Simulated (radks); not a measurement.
Task: These are the eigenvalues of the occupied orbitals of an atom or ion with whole-number occupations (hartree). Calculated with a radial shooting solver on a logarithmic mesh with Libxc functionals: scalar-relativistic Kohn-Sham, LB94 model potential, spin-polarised, spherical densities, finite nucleus; Fermi nuclear charge, rms radius of each element as measured or else 0.836 A^(1/3) + 0.57 fm.

| orbital | eigenvalue |
|---|---|
| 1s | -1545.901 |
| 2s | -251.8229 |
| 2p | -225.8492 |
| 3s | -57.15340 |
| 3p | -48.90207 |
| 3d | -37.26809 |
| 4s | -13.73836 |
| 4p | -11.02869 |
| 4d | -7.13648 |
| 5s | -3.86953 |
| 5p | -3.09901 |

Which element is it, and in what charge state? The configuration may be excited. Open shells, if any, are filled with parallel spins first.

Result: Z = 59, praseodymium, charge +5: Pr5+ in [Xe]. The list shows which subshells hold electrons but not how many an open one holds; the 1s level, -1545.9 hartree, gives Z - s = 55.6 by -(Z - s)^2/2, which with screening and relativity narrows Z to a few neighbours, and the depths of the outer levels then fix element, charge and occupations together.
